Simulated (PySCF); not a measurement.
PySCF input file for In(NHMe)(OH)2 (CH6InNO2), SMILES [OH][In]([OH])[NH]C, B3LYP-D3(BJ)/def2-SVP. Geometry optimised at B3LYP-D3(BJ)/def2-SVP. The structure was generated by enumeration; whether it is a known compound was not checked. The def2 effective core potentials stand for the cores of In; spin–orbit coupling is left out. One conformer was computed; it need not be the lowest.

```python
import numpy as np
from pyscf import gto, scf, dft, df
from pyscf.hessian import thermo

mol = gto.M(
    atom='''
    In   -0.05410561    0.00087598    0.29830078
    N     0.80638330   -0.68814154   -1.40955609
    C     0.43286078   -0.21605660   -2.73347752
    H     1.07825788   -1.66796536   -1.40440448
    H    -0.42742196   -0.74793438   -3.18789006
    H     1.28173556   -0.30698660   -3.43724841
    H     0.16669570    0.85191796   -2.69522262
    O    -1.05845931    1.73488639    0.25508801
    H    -1.33598277    1.98730949    1.14720401
    O     0.17267806   -0.79289541    2.13348732
    H     0.73229237   -1.58186175    2.11997825
    ''',
    basis='def2-SVP',
    ecp={'In': 'def2-svp'},
    charge=0,
    spin=0,
    max_memory=1600,
    verbose=3,
)
mf = dft.RKS(mol, xc='b3lyp').density_fit(auxbasis='def2-universal-jkfit')
mf.disp = 'd3bj'
mf.grids.level = 3
mf.conv_tol = 1e-11
mf.max_cycle = 100
mf.kernel()

# [left out here: the lines that compute and print the analytic Hessian (its translational invariance restored by hand, since the grid's response is missing), thermochemistry and intensities]
```

Output:

```
[...]
       8   H                 0.03 -0.03  0.04    0.81  0.47  0.12   -0.04  0.02 -0.01
       9   O                 0.02  0.00 -0.03   -0.01 -0.00  0.00    0.01 -0.01  0.02
      10   H                -0.10 -0.09 -0.08   -0.09 -0.06 -0.01   -0.05 -0.05  0.00
Mode                                 9                  10                  11
Irrep
Freq [cm^-1]                      564.6680            598.4070            605.1637
Reduced mass [au]                   3.0990              5.6401             13.7766
Force const [Dyne/A]                0.5822              1.1900              2.9726
Char temp [K]                     812.4315            860.9745            870.6959
Normal mode                   x     y     z       x     y     z       x     y     z
       0  In                 0.01 -0.01  0.00   -0.01  0.00  0.04    0.02 -0.03  0.01
       1   N                -0.05  0.11  0.08    0.05 -0.08 -0.06   -0.02  0.02  0.02
       2   C                 0.01 -0.01  0.04   -0.00  0.01 -0.04    0.00 -0.00  0.01
       3   H                -0.45 -0.00  0.14    0.27 -0.02 -0.12   -0.05  0.01  0.03
       4   H                 0.06 -0.10  0.05   -0.04  0.07 -0.04    0.01 -0.02  0.02
       5   H                 0.06 -0.07  0.11   -0.05  0.06 -0.10    0.01 -0.02  0.03
       6   H                -0.04 -0.02 -0.10    0.02  0.01  0.07   -0.00 -0.00 -0.02
       7   O                 0.04 -0.08 -0.00    0.02 -0.03  0.00   -0.11  0.18 -0.00
       8   H                 0.01 -0.01 -0.03    0.02 -0.03  0.00   -0.05  0.08  0.05
       9   O                -0.01  0.05 -0.12   -0.02  0.07 -0.16   -0.01  0.03 -0.07
      10   H                -0.04  0.03 -0.02   -0.02  0.07 -0.07   -0.02  0.02 -0.01
Mode                                12                  13                  14
Irrep
Freq [cm^-1]                      803.5154            832.9125           1078.7739
Reduced mass [au]                   1.0705              1.0837              1.2158
Force const [Dyne/A]                0.4072              0.4430              0.8336
Char temp [K]                    1156.0797           1198.3756           1552.1154
Normal mode                   x     y     z       x     y     z       x     y     z
       0  In                -0.00  0.00 -0.00   -0.00  0.00  0.00   -0.00  0.00  0.00
       1   N                 0.00 -0.01 -0.01   -0.00  0.01  0.00    0.00 -0.02 -0.05
       2   C                 0.00 -0.00  0.00    0.00  0.00  0.00   -0.00  0.05  0.10
       3   H                 0.02 -0.00  0.02   -0.03 -0.00 -0.01    0.02 -0.02 -0.57
       4   H                -0.01  0.01 -0.00    0.00 -0.01  0.00    0.16 -0.28  0.17
       5   H                -0.01  0.02 -0.01    0.00 -0.01  0.00    0.07 -0.31  0.22
       6   H                 0.00 -0.00  0.03   -0.00  0.00 -0.02   -0.08  0.05 -0.44
       7   O                 0.00 -0.00  0.01   -0.01  0.02 -0.06   -0.00 -0.00  0.00
       8   H                -0.13  0.25 -0.10    0.40 -0.76  0.31   -0.01  0.02 -0.01
       9   O                 0.03 -0.03 -0.04    0.01 -0.01 -0.01    0.00 -0.00 -0.00
      10   H                -0.08 -0.11  0.91   -0.03 -0.04  0.29   -0.00 -0.00  0.02
Mode                                15                  16                  17
Irrep
Freq [cm^-1]                     1115.2232           1128.1937           1364.3867
Reduced mass [au]                   3.4938              1.3899              1.3185
Force const [Dyne/A]                2.5602              1.0423              1.4461
Char temp [K]                    1604.5579           1623.2196           1963.0486
Normal mode                   x     y     z       x     y     z       x     y     z
       0  In                -0.00  0.00  0.00   -0.00 -0.00  0.00   -0.00 -0.00  0.00
       1   N                -0.02  0.07 -0.16   -0.06  0.01 -0.05    0.01 -0.04 -0.09
       2   C                 0.01 -0.10  0.13    0.13  0.00  0.03   -0.02  0.08  0.04
       3   H                -0.06  0.06 -0.03   -0.02  0.03  0.01    0.03 -0.02  0.76
       4   H                -0.01  0.13 -0.13   -0.06 -0.14  0.56    0.16 -0.20  0.04
       5   H                 0.09  0.07  0.20   -0.27  0.07 -0.47   -0.01 -0.22  0.09
       6   H                 0.16 -0.07  0.32   -0.21 -0.09  0.11   -0.03  0.09 -0.17
       7   O                 0.00 -0.00 -0.00    0.00  0.00  0.00    0.00 -0.00 -0.00
       8   H                 0.00 -0.01  0.00    0.00 -0.00  0.00    0.01 -0.01  0.00
       9   O                -0.00  0.00  0.00    0.00  0.00  0.00   -0.00  0.00 -0.00
      10   H                 0.00  0.00 -0.02   -0.00 -0.00 -0.01    0.00  0.00 -0.01
Mode                                18                  19                  20
Irrep
Freq [cm^-1]                     1448.7328           1465.7880           1491.9734
Reduced mass [au]                   1.1272              1.0653              1.0371
Force const [Dyne/A]                1.3939              1.3485              1.3602
Char temp [K]                    2084.4039           2108.9426           2146.6176
Normal mode                   x     y     z       x     y     z       x     y     z
       0  In                -0.00  0.00  0.00   -0.00  0.00  0.00    0.00 -0.00 -0.00
       1   N                 0.00  0.01 -0.01   -0.01 -0.00 -0.00   -0.01  0.02  0.02
       2   C                 0.00  0.04 -0.09   -0.05 -0.00 -0.04   -0.02  0.03  0.02
       3   H                 0.00  0.01 -0.06    0.00  0.00 -0.02   -0.02  0.01 -0.12
       4   H                -0.06 -0.13  0.25    0.07 -0.47  0.37    0.41 -0.31 -0.42
       5   H                 0.25 -0.45  0.32    0.11  0.38  0.09   -0.35 -0.30 -0.37
       6   H                -0.20 -0.05  0.62    0.62  0.15  0.09    0.20  0.05  0.34
       7   O                 0.00 -0.00  0.00    0.00 -0.00 -0.00   -0.00  0.00  0.00
       8   H                -0.00 -0.00  0.00   -0.00  0.00 -0.00   -0.00  0.00 -0.00
       9   O                 0.00 -0.00 -0.00    0.00  0.00 -0.00   -0.00 -0.00  0.00
      10   H                -0.00 -0.00  0.00   -0.00 -0.00  0.00    0.00 -0.00  0.00
Mode                                21                  22                  23
Irrep
Freq [cm^-1]                     2964.6205           3022.8195           3098.7800
Reduced mass [au]                   1.0445              1.0982              1.0986
Force const [Dyne/A]                5.4089              5.9121              6.2154
Char temp [K]                    4265.4288           4349.1642           4458.4545
Normal mode                   x     y     z       x     y     z       x     y     z
       0  In                -0.00  0.00  0.00   -0.00  0.00  0.00    0.00 -0.00  0.00
       1   N                -0.00  0.00 -0.00   -0.00 -0.00 -0.00   -0.00  0.00 -0.00
       2   C                -0.03 -0.02 -0.04    0.08  0.03 -0.03    0.03 -0.08 -0.02
       3   H                 0.00  0.00 -0.00   -0.00  0.00 -0.00    0.00 -0.02 -0.00
       4   H                 0.65  0.41  0.32   -0.35 -0.23 -0.18    0.12  0.06  0.05
       5   H                -0.35  0.03  0.26   -0.63  0.08  0.51   -0.20  0.01  0.15
       6   H                 0.05 -0.26 -0.02    0.06 -0.15 -0.01   -0.22  0.88  0.04
       7   O                 0.00 -0.00 -0.00   -0.00 -0.00 -0.00   -0.00  0.00 -0.00
       8   H                 0.00 -0.00 -0.00    0.00 -0.00 -0.00   -0.00  0.00 -0.00
       9   O                 0.00 -0.00 -0.00    0.00 -0.00  0.00   -0.00  0.00  0.00
      10   H                -0.00  0.00  0.00   -0.00  0.00  0.00    0.00 -0.00 -0.00
Mode                                24                  25                  26
Irrep
Freq [cm^-1]                     3566.4546           3820.9146           3822.9731
Reduced mass [au]                   1.0751              1.0670              1.0672
Force const [Dyne/A]                8.0570              9.1783              9.1898
Char temp [K]                    5131.3341           5497.4454           5500.4071
Normal mode                   x     y     z       x     y     z       x     y     z
       0  In                -0.00 -0.00  0.00    0.00 -0.00  0.00    0.00 -0.00 -0.00
       1   N                 0.02 -0.07  0.00    0.00 -0.00 -0.00    0.00  0.00 -0.00
       2   C                -0.00 -0.00 -0.00    0.00 -0.00  0.00    0.00 -0.00  0.00
       3   H                -0.27  0.92 -0.01    0.00 -0.00 -0.00   -0.00 -0.00 -0.00
       4   H                 0.00  0.00 -0.00   -0.00 -0.00 -0.00   -0.00 -0.00 -0.00
       5   H                -0.00  0.00  0.00    0.00  0.00 -0.00    0.00  0.00 -0.00
       6   H                -0.00  0.01  0.00   -0.00  0.00 -0.00   -0.00  0.00  0.00
       7   O                -0.00  0.00  0.00   -0.02  0.02  0.06   -0.00  0.00  0.00
       8   H                 0.00  0.00 -0.00    0.28 -0.26 -0.88    0.02 -0.02 -0.06
       9   O                 0.00 -0.00 -0.00   -0.00  0.00 -0.00    0.03 -0.05  0.00
      10   H                -0.00  0.00  0.00    0.04 -0.05  0.00   -0.56  0.79 -0.00
temperature 298.1500 [K]
pressure 101325.00 [Pa]
Rotational constants [GHz] 4.81974 2.04702 1.45402
Symmetry number 1
Zero-point energy (ZPE) 0.07855 [Eh]   206235.349 [J/mol]
                           tot       elec      trans        rot        vib
Entropy [J/mol/K]       394.499      0.000    173.433    115.090    105.976
Cv [J/mol/K]            117.162      0.000     12.472     12.472     92.219
Cp [J/mol/K]            125.476      0.000     20.786     12.472     92.219
Internal energy [J/mol]                      3718.434   3718.434 222362.370
Internal energy [Eh]   -436.85651  -436.94404
Enthalpy [J/mol]                             6197.391   3718.434 222362.370
Enthalpy [Eh]          -436.85557
Gibbs free energy [J/mol]                  -45511.678 -30595.549 190765.519
Gibbs free energy [Eh] -436.90037
static polarisability / bohr^3: [[44.971 -7.729 -6.434]
 [-7.727 50.673  0.085]
 [-6.438  0.083 71.802]]
largest difference of analytic and finite-field dipole derivatives / e: 0.00201464186726652
mode   freq/cm-1   IR/(km/mol)   Raman/(A^4/amu)   depolarisation
   1       70.47         3.317             1.726            0.745
   2       79.49         1.948             0.346            0.725
   3      114.75         3.520             0.479            0.745
   4      127.84        26.982             2.366            0.637
   5      139.47        29.042             1.248            0.238
   6      206.72        78.984             0.743            0.750
   7      245.79        17.399             3.183            0.342
   8      274.39        80.908             1.016            0.742
   9      426.64        77.493            21.252            0.221
  10      564.67        17.795            28.084            0.100
  11      598.41        67.778             4.139            0.362
  12      605.16        77.452             6.373            0.526
  13      803.52        64.643             1.068            0.619
  14      832.91        89.941             2.394            0.733
  15     1078.77         1.336             2.677            0.681
  16     1115.22        85.182            12.711            0.365
  17     1128.19        17.058             2.486            0.393
  18     1364.39         7.261             4.002            0.142
  19     1448.73        22.298            16.618            0.627
  20     1465.79        16.906            21.374            0.685
  21     1491.97         5.090            26.096            0.666
  22     2964.62       118.941           217.320            0.099
  23     3022.82        46.035           222.632            0.535
  24     3098.78        14.873            61.453            0.728
  25     3566.45         6.721           129.345            0.232
  26     3820.91        51.333           141.721            0.304
  27     3822.97        35.587           151.714            0.240
max |gradient| / (hartree/bohr): 9.168152885721524e-05
APT charges: [ 1.425  -0.691   0.3786  0.1013 -0.095  -0.0838 -0.005  -0.7292  0.2329
 -0.7502  0.2165]
```

The run converged.

Cost: roughly 4 core-minutes.
